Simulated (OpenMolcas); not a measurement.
**Pd3+: ligand-field states by method**

Pd3+ with its 6 nearest fluoride ions at 2.055 Å, on the Zn site of KZnF3 (a = 4.054 Å, distance in the model lattice 2.027 Å). The rest of the host is ab initio model potentials to 7.6 Å, with orthogonalisation functions on the cations behind the ligands, and point charges beyond; the distance is set by hand and nothing relaxes, and no local charge compensation is placed. Ligand basis ANO-RCC-VDZP.

```yaml
Program: OpenMolcas 26.06
Basis: ANO-RCC-VTZP [7s6p4d2f1g]
Scalar_Hamiltonian: DKH2, point nucleus
Active_space: 7 electrons in 5 orbitals (4d)
State_averaging: 2S+1 = 4 even, 10 roots; 2S+1 = 2 even, 40 roots
Spin-orbit_coupling: state interaction with AMFI integrals over the reference wave functions
```

I. CASSCF
II. SS-CASPT2, IPEA 0.25 Eh, imaginary shift 0.1 Eh (closed shells correlated: 4s 4p and the ligand valence shells)
III. SS-CASPT2, IPEA 0.5 Eh, imaginary shift 0.1 Eh (closed shells correlated: 4s 4p and the ligand valence shells)

Spin-free states (labels of O, the rotations of Oh) in cm-1, each column counted from its own energy of the first state listed:

```json
{"State": "2E", "Degeneracy": "2", "I": "0", "II": "0", "III": "0"}
{"State": "4T1", "Degeneracy": "3", "I": "1378", "II": "8950", "III": "10730"}
{"State": "2S+1 = 2", "Degeneracy": "3", "I": "15252", "II": "17030", "III": "19110"}
{"State": "2S+1 = 2", "Degeneracy": "3", "I": "15863", "II": "18500", "III": "19120"}
{"State": "4T2", "Degeneracy": "3", "I": "17301", "II": "29190", "III": "30520"}
```

From I to II, I's first state of the same spin (2S+1 = 2) moves from 15252 to 17030 cm-1, by about +1800 cm-1.

From I to II, I's first state of another spin (4T1) moves from 1378 to 8950 cm-1, by about +7600 cm-1.

I: A least-squares ligand-field fit to the states below 45000 cm-1, each weighted by its degeneracy and with a free common offset, gives 10Dq = 17707 cm-1, B = 824 cm-1 and C = 3345 cm-1 (C/B = 4.06), with an rms deviation of 230 cm-1. The same method and metal basis give the free ion B = 997 cm-1 (fit to its terms below 60000 cm-1, rms deviation 13 cm-1), so the nephelauxetic ratio is β = 824 / 997 = 0.83; it hangs on how both fits weigh the states, and computed free-ion B values tend to be too large, so β mixes covalency with correlation.

III: A least-squares ligand-field fit to the states below 45000 cm-1, each weighted by its degeneracy and with a free common offset, gives 10Dq = 20778 cm-1, B = 640 cm-1 and C = 1783 cm-1 (C/B = 2.79), with an rms deviation of 489 cm-1. 

χT at 300 K: I 0.80, II 0.50, III 0.49 cm3 K/mol.

Roots that are degenerate in the reference are averaged as groups; the widest CASPT2 spread within a group is 330 cm-1 (the 2-fold group of multiplicity 2 near 39500 cm-1 above the lowest state of its run, II). Shifts and gaps below about the spread of the groups concerned are not significant. Over all roots computed the reference weight is 0.69 to 0.72 in II, 0.71 to 0.73 in III; a low but even weight reflects the number of correlated electrons. An orbital doublet at a regular site is open to a Jahn-Teller distortion, which this geometry leaves out. This shell can be high or low spin here, a state of another spin lies low, and with metal d orbitals alone active their balance is uncertain, so the ground spin may be wrong, although the usual error favours high spin. The least metal-like active orbital is 78 % on the metal (Löwdin) and no ligand orbital is active, so the numbers are rough. Ligand-to-metal charge-transfer states are missing. With no ligand orbital active B as a rule stays too high, so bands that hang on it stand too high and its fall with covalency is understated. Without dynamic correlation the repulsion within the d shell is too large (B by tens of per cent), so at a given field states of lower spin stand too high (holds for I). With metal d orbitals alone the field can be off either way by tens of per cent (holds for I). These CASPT2 states fit no ligand-field parameters well, so their order and spin gaps are uncertain (holds for II). With one d shell and no ligand orbital active, 10Dq can be off by a tenth or more (holds for II; III). No measured value stands beside these numbers; the geometry was set by hand and not optimised.

A state without a sure symmetry label is named by its multiplicity alone.
